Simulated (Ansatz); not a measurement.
Program: Ansatz. Geometries: PBE0-D4/def2-TZVP. ΔE: electronic, gas phase. CCSD(T)/CBS is the MP2 limit (def2-TZVPP, def2-QZVPP) plus CCSD(T) − MP2 in def2-TZVPP, frozen cores. This one scheme is used for every species. DFT in def2-TZVPP. Each species was taken in one conformer, which may not be the lowest.

Consider the formal exchange of groups at a B–C bond: `OC(F)B(F)F` + ethane → `CCB(F)F` + `OCF`.

| species | r2SCAN-D4 energy (Eh) |
| --- | --- |
| `OC(F)B(F)F` | -439.02668 |
| `CC` | -79.80085 |
| `CCB(F)F` | -303.87531 |
| `OCF` | -214.96316 |

Question: Work out ΔE.

Answer: ΔE = (-303.87531) + (-214.96316) − (-439.02668) − (-79.80085) = -0.01094 Eh = -6.9 kcal/mol. CCSD(T)/CBS gives -7.3 kcal/mol.

Largest T1 diagnostic among the species: 0.013.

From BLYP to BHLYP (50 % exact exchange), in def2-TZVPP and without D4, ΔE moves by −1.2 kcal/mol. At CCSD(T), def2-SVP lies +1.9 kcal/mol from the extrapolated value and def2-TZVPP +0.3 kcal/mol.
